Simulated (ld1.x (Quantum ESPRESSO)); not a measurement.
## How hard is this Re (Z = 75) RRKJ potential?

```json
{"Element": "rhenium", "Generator": "ld1.x (Quantum ESPRESSO) 7.5", "Type": "norm-conserving RRKJ (Kleinman–Bylander form)", "Functional": "PBE", "Relativity": "scalar-relativistic", "Frozen core": "[Xe] 4f14", "Valence charge": "7", "Reference configuration": "5d5 6s2 6p0", "Partial waves": "6p (bound, empty): rc 2.80 bohr; 5d (bound): rc 2.00 bohr; 6s (bound): rc 2.00 bohr", "Local potential": "the s channel", "Core correction": "a·sin(br)/r model core inside 1.60 bohr"}
```

The pseudo-atom Hamiltonian at the reference potential is diagonalised in spherical Bessel functions j_l(qr) that vanish at 20 bohr, with q² up to the cutoff. All-electron valence levels (Ry): 6p -0.0969, 5d -0.3944, 6s -0.4368.

**Question.** How do the lowest levels (Ry) of each channel move with the cutoff, and are there ghosts?

**Answer.**

```tsv
cutoff (Ry)	p #1	d #1	d #2	s #1	s #2	f #1	Σ f·Δε (mRy)
8	-0.0969	-0.0053	0.0768	-0.3996	0.0068	0.1113	2020.1
12	-0.0969	-0.1499	0.0658	-0.4171	0.0051	0.1113	1262.5
18	-0.0969	-0.3368	0.0625	-0.4332	0.0033	0.1113	295.5
25	-0.0969	-0.3857	0.0620	-0.4340	0.0032	0.1113	49.4
35	-0.0969	-0.3944	0.0620	-0.4359	0.0031	0.1113	2.3
45	-0.0969	-0.3945	0.0620	-0.4363	0.0030	0.1113	1.2
55	-0.0969	-0.3945	0.0620	-0.4365	0.0030	0.1113	0.7
70	-0.0969	-0.3945	0.0620	-0.4367	0.0030	0.1113	0.4
400	-0.0969	-0.3945	0.0620	-0.4368	0.0030	0.1113	0.0
```

Result: no extra level below or beside the all-electron valence levels (p, d, s, f tested); 10 mRy is reached at 35 Ry and 1 mRy at 55 Ry.

Its largest configuration-test error is -689 meV.
